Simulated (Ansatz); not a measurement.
Isolated molecules relaxed with PBE0-D4/def2-TZVP in Ansatz; ΔE leaves out vibrations. CCSD(T)/CBS is the MP2 limit (def2-TZVPP, def2-QZVPP) plus CCSD(T) − MP2 in def2-TZVPP, frozen cores. This one scheme is used for every species. One conformer a species, not always the lowest.

Reaction (redistribution): `CB(S)C(N)F` + `BCS` → `CB(S)S` + `BCC(N)F`

| species | MP2/def2-TZVPP energy (Eh) |
| --- | --- |
| `CB(S)C(N)F` | -657.15728 |
| `BCS` | -463.46008 |
| `CB(S)S` | -861.28006 |
| `BCC(N)F` | -259.38178 |

Problem. Work out ΔE.

Solution. ΔE = (-861.28006) + (-259.38178) − (-657.15728) − (-463.46008) = -0.04448 Eh = -1.21 eV. CCSD(T)/CBS gives -1.15 eV.

Largest T1 diagnostic among the species: 0.013.

From PBE to PBE0 (25 % exact exchange), in def2-TZVPP and without D4, ΔE moves by −0.04 eV.
